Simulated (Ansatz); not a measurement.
System: sum formula TaO2H2 (charge 0, quartet). The spin state was set by rule; other spins were not relaxed. SMILES: [OH][Ta][OH]
Structure (B3LYP-D3(BJ)/def2-TZVP (Ansatz, a first-principles code) minimum search):
```xyz
5

Ta     0.0000     0.0000     0.0000
O      0.0000     0.0000    -1.9019
H      0.0000     0.0000    -2.8555
O      0.0000     0.0000     1.9019
H      0.0000     0.0000     2.8555
```
Charge 0, spin multiplicity 4.

Question: Give the harmonic wavenumbers at B3LYP-D3(BJ)/def2-TZVP (Ansatz, finite differences of forces, unscaled).

Answer: 72, 72, 362, 362, 423, 423, 680, 724, 3966, 3967 cm⁻¹. Zero-point energy 15.8 kcal/mol.

Question: From these and the geometry, give the ideal-gas thermochemistry at 298.15 K and 1 atm (rigid rotor, harmonic oscillator).

Answer: Point group D∞h, rotational symmetry number 2. Rotational constants 3.823, 3.823 GHz. S(trans) 42.00, S(rot) 15.30, S(vib) 12.82, S(elec, spin only) 2.75, S 72.9 cal/(mol K). H(298) - H(0) 4.00 kcal/mol; G - E(el) -1.9 kcal/mol.
